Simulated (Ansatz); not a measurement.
Basis sets compared for Al₅N₄H₁₆⁻, a cluster cut from zinc blende AlN (hydrogen-capped). The state is a singlet with charge -1. Geometry PBE-D4/def2-SVP. Ansatz on 2 threads of AMD EPYC 7R13 on a shared host and a share (18 GiB) of an NVIDIA H100 80GB HBM3; times are rough, and most runs start from earlier orbitals.

```xyz
25

Al    1.1989    0.2556    2.1297
Al   -1.3570   -1.3579    1.1322
Al   -0.9454    1.6903    0.0934
Al    2.0049    0.8459   -1.0950
Al   -0.6275   -0.7054   -2.0684
N    -0.6333    0.3949    1.5128
N     2.0830   -0.3504    0.4725
N    -2.0016   -1.1861   -0.7285
N     0.0910    0.9555   -1.3821
H     1.3323   -0.9092    3.2571
H     1.8406    1.6812    2.5447
H    -0.1846   -2.4759    1.0465
H    -2.6290   -1.6819    2.0883
H    -0.4622    3.1790    0.5004
H    -2.5370    1.6133   -0.3152
H     2.6528    2.2634   -0.6599
H     2.7381    0.1181   -2.3504
H    -1.3696   -0.4573   -3.4927
H     0.4489   -1.9139   -1.9900
H    -1.1778    0.7499    2.3179
H     3.0741   -0.5440    0.6818
H     1.6868   -1.2737    0.2173
H    -2.7420   -0.4625   -0.7512
H    -2.4514   -2.0692   -1.0128
H    -0.0330    1.6403   -2.1483
```

Single mean-field runs in def2-TZVP are fitted with def2-universal-jkfit.

```csv
level,functions,energy (Eh),HOMO (eV),LUMO (eV),wall time
PBE-D4/def2-SVP,226,-1439.6752,-2.59,2.86,4 s
PBE0-D4/def2-SVP,226,-1439.8369,-3.85,3.64,4.8 s
```

Problem. Estimate the rows for PBE-D4/def2-TZVP, PBE0-D4/def2-TZVP (with forces).

Solution. 
```tsv
level	functions	energy (Eh)	HOMO (eV)	LUMO (eV)	wall time
PBE-D4/def2-TZVP	405	-1440.3647	-2.71	2.39	8.5 s
PBE0-D4/def2-TZVP (with forces)	405	-1440.5129	-3.94	3.14	11 s
```
